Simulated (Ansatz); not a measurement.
Stepwise reaction of `[OH][Ga]([OH])[Cl]` with hydrogen, as a gas-phase model of exchange steps in deposition or etching. ΔE in kJ/mol; ΔG adds harmonic PBE0-D4 terms to CCSD(T)/CBS, at 1 bar.

Isolated molecules relaxed with PBE0-D4/def2-TZVP in Ansatz; ΔE leaves out vibrations. CBS: MP2 limit from def2 TZ/QZ plus the TZ coupled-cluster correction, frozen cores. This one scheme is used for every species. Functionals use def2-TZVPP. B3LYP here is the variant with VWN-RPA as its local correlation; programs differ in this. For Ga outer-core shells are correlated without core-valence functions, which leaves a few kJ/mol of doubt a bond. Scalar relativity is left out up to krypton. Each species was taken in one conformer, which may not be the lowest.

```tsv
step	reaction	PBE-D4	B3LYP-D4	ωB97M-V	CCSD(T)/CBS	ΔG(500 K)
1	`[OH][Ga]([OH])[Cl]` + H₂ → `[OH][GaH][Cl]` + H₂O	23.4	25.3	23.2	26.2	22.8
```

(1) Give the row of step 2, `[OH][GaH][Cl]` + H₂ → `[Cl][GaH2]` + H₂O. (Estimate.)

(2) By hand: ΔE of the 2 steps together at CCSD(T)/CBS.

Results:

(1) Computed: 
| step | reaction | PBE-D4 | B3LYP-D4 | ωB97M-V | CCSD(T)/CBS | ΔG(500 K) |
| --- | --- | --- | --- | --- | --- | --- |
| 2 | `[OH][GaH][Cl]` + H₂ → `[Cl][GaH2]` + H₂O | 47.9 | 48.0 | 45.5 | 48.0 | 46.2 |

(2) (26.2) + (48.0) = 74.2 kJ/mol, or 37.1 kJ/mol a step.

In ΔE each step is higher than the one before. All are uphill at CCSD(T)/CBS. ΔG lies between 22.8 and 46.2 kJ/mol a step. PBE-D4 differs from CCSD(T)/CBS by -2.8 to -0.1 kJ/mol a step. Isolated molecules leave out the surface, adducts and barriers. Largest T1 diagnostic: 0.013.
